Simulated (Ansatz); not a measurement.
Consider the formal exchange of groups at the Al–F bond: `[F][AlH][SiH2]Cl` + `C=NCN[SiH3]` → `[SiH3][NH][AlH][SiH2]Cl` + `C=NCF`.

Gas-phase electronic energies from Ansatz, PBE0-D4/def2-TZVP geometries. CCSD(T)/CBS adds triple-zeta CCSD(T) − MP2 to the extrapolated MP2 energy (def2 sets, frozen cores). DFT in def2-TZVPP. B3LYP here is the variant with VWN-RPA as its local correlation; programs differ in this. One conformer a species, not always the lowest.

```tsv
level	ΔE (kcal/mol)	difference from CCSD(T)/CBS
PBE-D4	16.4	-2.6
r2SCAN-D4	16.3	-2.7
PBE0-D4	16.8	-2.2
B3LYP-D4	17.3	-1.7
B2PLYP	18.6	-0.4
PBE	16.9	-2.1
PBE0	17.2	-1.8
B3LYP	18.1	-0.9
CCSD/def2-TZVPP	18.4	-0.6
CCSD(T)/def2-TZVPP	18.1	-0.9
HF/def2-QZVPP	18.6	-0.4
MP2/def2-QZVPP	20.5	1.5
SCS-MP2/def2-QZVPP	20.1	1.1
HF/CBS(def2)	18.7	-0.3
MP2/CBS(def2)	20.7	1.7
CCSD/CBS(def2)	19.2	0.2
CCSD(T)/CBS	19.0	0
```

Largest T1 diagnostic among the species: 0.012.

The D4 term adds −0.8 kcal/mol with B3LYP and −0.5 kcal/mol with PBE0; it sums over pairs of atoms, weighted by their polarisabilities, and B3LYP, whose exchange is more repulsive, gets the larger term.
